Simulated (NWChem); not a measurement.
# C₂H₈BNO; SMILES B(C)(O)NC

```xyz
13

B      0.0514     0.5239     0.0000
C     -0.7599     1.8791     0.0000
H     -1.8527     1.7480     0.0000
H     -0.4894     2.4833    -0.8814
H     -0.4894     2.4833     0.8814
N     -0.6231    -0.7229     0.0000
C     -0.0696    -2.0483     0.0000
H     -1.6346    -0.6974     0.0000
H     -0.3622    -2.6322    -0.8911
H     -0.3622    -2.6322     0.8911
H      1.0311    -2.0103     0.0000
O      1.4215     0.6182     0.0000
H      1.8690    -0.2324     0.0000
```
Atoms are numbered in this order, from 1.

Program: NWChem. Pople sets run with spherical d functions. Structure relaxed at the PBE0/def2-SVP level. No frequency run checked for a minimum. Total energies compare along this basis series because the functional is fixed.

```tsv
level	basis functions	energy (Ha)	highest occupied level (eV)	orbital gap (eV)	dipole (D)
PBE/STO-3G	33	-232.6115	-2.66	7.13	2.33
PBE/3-21G	61	-234.3514	-5.13	6.60	2.80
PBE/6-31G*	86	-235.6275	(withheld)	(withheld)	(withheld)
PBE/6-31+G*	106	-235.6437	-5.76	5.09	2.70
PBE/6-311G**	138	-235.7117	-5.61	5.72	2.57
PBE/6-311++G**	166	-235.7188	-5.82	5.00	2.64
```

Task: Fill in the missing entries.

Result: 
- PBE/6-31G*, highest occupied level (eV): -5.34
- PBE/6-31G*, orbital gap (eV): 6.41
- PBE/6-31G*, dipole (D): 2.49
